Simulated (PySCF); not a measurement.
## CoI: one state, many levels of theory

State: ³Δ (triplet), unpaired electrons σ ↑, δ ↑. Set-up: Co def2-TZVPP, I def2-TZVPP with ECP28; scalar-relativistic core potentials (PySCF 2.14). De refers to Co (3d7 4s2) + I in their high-spin ground configurations, without counterpoise correction. The functionals are run spin-unrestricted. A positive dipole means Co(−)I(+).

```csv
Level,Re (Å),ωe (cm⁻¹),De (eV),μ (D)
UHF,2.567,221,n/a,-7.31
UHF-MP2,2.425,260,n/a,n/a
UHF-SCS-MP2,2.456,250,n/a,n/a
PBE,2.427,254,n/a,-4.24
revPBE,2.446,247,n/a,-4.37
r²SCAN,2.426,258,n/a,-4.80
r²SCANh,2.433,256,n/a,-5.09
B3LYP,2.464,243,n/a,-4.91
PBE0,2.445,251,n/a,-5.19
M06-2X,2.497,240,n/a,-5.70
LC-ωPBE,2.428,264,n/a,-5.70
```

(1) What does a quarter of exact exchange do here, going from PBE to PBE0?

(2) What does the step from GGA to meta-GGA do here, going from PBE to r²SCAN?

(3) What does second-order correlation do here, going from UHF to UHF-MP2?

Correlated steps freeze 9 core orbitals. De is left out where the level can put another filling of the metal’s s and d shells below the measured ground configuration, by anything from nothing to about 1 eV. These are scalar-relativistic numbers at best; spin–orbit coupling would shift them, the dissociation energy most. With d or f electrons several states lie close, and the lowest PBE0 determinant need not be the measured ground state.

The whole job (state search and all levels along the bond) took about 11 min on 2 threads of Arm Neoverse V2 (shared host), peak memory 3.4 GiB.

Answers

(1) PBE0 less PBE: +1.8 pm in Re, -1.2 % in ωe. Exact exchange removes part of the self-interaction that spreads semilocal densities, and in most molecules shortens and stiffens the bond and lowers De; here Re and ωe go the other way.

(2) r²SCAN less PBE: -0.1 pm in Re, +1.6 % in ωe. 

(3) UHF-MP2 less UHF: -14.2 pm in Re, +17.6 % in ωe. Correlation nearly always deepens the well. The bond shortens, as in weak, metallic or heavy-atom bonds, where dispersion and the correlation of outer-core electrons pull the atoms together.
